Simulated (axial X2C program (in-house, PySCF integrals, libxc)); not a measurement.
What spin–orbit coupling does to RhF⁺

Calculated with an axial X2C code built on PySCF integrals. Spin-free means the one-electron spin-free X2C Hamiltonian; two-component (2c) means X2C with spin–orbit coupling and atomic mean-field two-electron Coulomb and Gaunt terms, so the difference of the two also holds small scalar two-electron terms. Basis: Rh dyall-cv3z [12s12p8d5f3g], F dyall-av3z [7s6p3d2f] (cores contracted in-house); Gaussian nuclei, density fitting, unrestricted open shells. Masses: Rh 102.906 u, F 18.998 u.

Spin-free state: M_S = 3/2, Λ = 0 (beyond evenly filled blocks: σα, π+α, π-α); fragments Rh+ + F.

```csv
level,Re (Å),ωe (cm⁻¹),De (eV),μ (D)
PBE0,1.790,734.2,2.486,-3.68
HF,1.813,744.1,0.083,-5.61
MP2,1.786,756.9,2.071,n/a
B97-3,1.800,718.5,2.290,-3.71
```

Correlated methods: 15 electrons correlated (number of frozen shells: Rh 4 s, 3 p, 1 d; F 1 s), 279 virtual spin orbitals or spinors in MP2.

Dipoles are positive if F is the positive end and refer to the centre of mass.

Two-component determinant lowest at the distance of the search:

Ω = 3/2 (⟨Sz⟩ = 1.42, ⟨Lz⟩ = 0.08 at HF); fragments Rh+ + F.

```tsv
level	Re (Å)	ωe (cm⁻¹)	μ (D)
PBE0	1.790	733.7	-3.67
HF	1.811	742.4	-5.58
MP2	1.782	753.2	n/a
B97-3	1.798	717.0	-3.70
```

(1) From the two tables, how do the constants change at the MP2 level (2c against spin-free)?

One determinant describes the state; a PBE0 search over occupations chose it and may have missed a lower one. Dissociation energies refer to the lowest single-determinant-based atoms at the same level and basis. De is not given where an atomic determinant may have missed its ground term or J level, or where the truncated virtual space spoils (T). Density functionals use the spin component along the axis (collinear). PBE0 can misorder states that lie within some tenths of an eV, so this need not be the ground state of the molecule. The nearest other spin-free determinant of the search, M_S = 3/2, Λ = 3, lies 0.33 eV up at the distance of the search. Without a current term, density functionals place determinants with orbital angular momentum somewhat too high. With several unpaired electrons one determinant need not be a pure state. This is the top spin component of a Σ state; components of lower Ω are not single determinants and can lie lower.

Answers

(1) At the MP2 level Re decreases by 0.004 Å and ωe goes down by 3.7 cm⁻¹.
